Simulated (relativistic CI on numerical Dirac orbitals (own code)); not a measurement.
**Fe²⁺ in a cubic cluster: 2p photoemission with charge transfer**

Computed with a charge-transfer multiplet model of a cubic metal-ligand cluster with up to 2 ligand holes, Slater and spin-orbit integrals from Dirac-Coulomb-Breit ions, Slater integrals scaled by 0.9. The ground state mixes d6 with configurations of k ligand holes L, whose averages lie at kΔ + k(k − 1)U_dd/2; a core hole lowers each added d electron by U_cd. 20 K, Lorentzian 0.6 eV and Gaussian 0.8 eV FWHM.

Atomic integrals in eV (Slater integrals scaled, ζ unscaled), ground: F2dd 9.813, F4dd 6.093, zeta_d 0.049; with the core hole: F2dd 11.484, F4dd 7.183, zeta_d 0.075, zeta_core 8.130, F2cd 6.732, G1cd 5.078, G3cd 2.886.

Cluster parameters (eV): Δ = 2.9, U_dd = 7, U_cd = 8.3, 10Dq = 0.45, 10Dq(ligand) = 1.4, final-state hopping factor = 1.

```tsv
Case	n_d	d6	d7L	d8L2	S
V(eg) = 1.85 eV, V(t2g) = -0.79 eV	6.24	0.76	0.23	0.01	2.00
V(eg) = 2.15 eV, V(t2g) = -0.92 eV	6.29	0.72	0.26	0.01	2.00
V(eg) = 2.45 eV, V(t2g) = -1.05 eV	6.33	0.69	0.30	0.02	2.00
```

Weights, n_d and S are thermal averages at 20 K. Binding energies count from the first peak over 30 % of the highest in each spectrum, which can be another peak from case to case. The parameters are a model scan and need not match a compound or its usual spin state. Peaks in eV (height, largest 100):
- V(eg) = 1.85 eV, V(t2g) = -0.79 eV: 0.0 (100), 1.6 (83), 6.0 (62), 7.6 (70), 10.2 (41), 14.6 (77), 20.7 (42), 24.2 (22)
- V(eg) = 2.15 eV, V(t2g) = -0.92 eV: 0.0 (100), 1.4 (76), 6.6 (50), 8.2 (50), 11.2 (29), 14.5 (68), 21.4 (34), 25.2 (13)
- V(eg) = 2.45 eV, V(t2g) = -1.05 eV: 0.0 (100), 1.3 (76), 7.2 (40), 8.8 (38), 14.3 (66), 22.0 (29), 26.2 (8)

For the case V(eg) = 1.85 eV, V(t2g) = -0.79 eV, Δ = 2.9 eV is smaller than U_dd = 7 eV, the charge-transfer side of the Zaanen-Sawatzky-Allen scheme. With the core hole the average of the configuration with one ligand hole lies at Δ − U_cd = -5.4 eV before mixing: it lies below the unscreened one, so the lowest final states are mostly screened and the unscreened weight appears at higher binding energy as a satellite.
